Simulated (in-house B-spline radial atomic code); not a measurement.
Atomic self-consistent-field run: Te II (Te+) (an excited or competing configuration). All numbers are computed (scalar-relativistic (X2C) CAM-B3LYP, spin-polarised, spherical fractional occupations; Fermi nucleus of rms radius 4.7423 fm) with an all-electron radial atomic-structure program (B-spline basis), not measured.

Command:
```bash
python run_scf.py task.json out
```
Settings (nuclear radius in fm, mass in u):
```
Z                52
configuration    [Kr] 4d10 5s2 5p2 6f1
hamiltonian      x2c
method           camb3lyp
spin_polarised   True
nucleus          fermi
rms_radius       4.7423
atomic_mass      129.90622
speed_of_light   137.035999084
```

Output (hartree, bohr):
```
 radial grid: 90 intervals, B-splines of order 8, outer radius 102 bohr

 iter        energy (Eh)    residual
    1       -6789.831408    4.58e-01
    2       -6791.423296    2.44e-01
    3       -6793.106736    2.89e-02
    4       -6793.139170    1.02e-02
    5       -6793.140235    2.74e-03
    6       -6793.140465    7.16e-04
    7       -6793.140435    1.38e-04
    8       -6793.140440    3.32e-05
    9       -6793.140442    3.51e-05
   10       -6793.140442    1.46e-05
   11       -6793.140442    8.49e-07
   12       -6793.140442    1.44e-07

 total energy                     -6793.14044
 kinetic                            7185.2874
 electron-nucleus                 -16472.4482
 Hartree                            2671.4162
 exact exchange                      -37.2171
 exchange-correlation               -140.1788

 orbital      occ     eigenvalue          <r>       <r^2>       <1/r>       r_max
 1s up      1.000     -1163.7793    0.0272098  0.00101322     58.2943     0.01722
 1s down    1.000     -1163.7763    0.0272097  0.00101321     58.2944     0.01722
 2s up      1.000      -179.7953     0.119296   0.0168464     13.2571      0.1012
 2s down    1.000      -179.7940     0.119295   0.0168463     13.2571      0.1012
 2p up      3.000      -161.5619     0.104461    0.013337     12.2492      0.0809
 2p down    3.000      -161.5593     0.104461   0.0133372     12.2491     0.08091
 3s up      1.000       -36.6715     0.321647    0.118396      4.6669      0.2927
 3s down    1.000       -36.6686     0.321642    0.118391     4.66685      0.2927
 3p up      3.000       -30.7019     0.319746    0.118691     4.35034      0.2862
 3p down    3.000       -30.6983     0.319749    0.118692     4.35022      0.2862
 3d up      5.000       -21.6178      0.29665    0.104225     4.09029      0.2378
 3d down    5.000       -21.6153     0.296638    0.104215     4.09039      0.2378
 4s up      1.000        -6.9811     0.764803    0.661265     1.84577      0.7011
 4s down    1.000        -6.9738     0.764801    0.661126     1.84536      0.7013
 4p up      3.000        -5.1084     0.821197    0.769305     1.66772      0.7378
 4p down    3.000        -5.1003     0.821093    0.768853     1.66737      0.7381
 4d up      5.000        -2.3473     0.970081     1.10487     1.36922      0.8107
 4d down    5.000        -2.3370     0.965204     1.09158     1.37422      0.8104
 5s up      1.000        -1.2903       1.9907       4.455    0.653888       1.764
 5s down    1.000        -1.2052      1.98242      4.4287     0.65968       1.748
 5p up      2.000        -0.8189      2.35033     6.24008    0.544896       2.049
 6f up      1.000        -0.0377      22.8422     596.753   0.0660478       24.81
```

Time taken, with all properties: 5.6 s on 1 thread of Arm Neoverse V1 (shared host).

Caution: exact exchange at fractional occupations of open shells leaves self-interaction of up to several eV.

One-electron X2C: radii and densities carry no picture-change correction, so inner-shell <1/r> comes out high (for 1s by about 2 % at Z = 33, 5 % at 54, 10 % at 75, 30 % at 118) and <r> low.
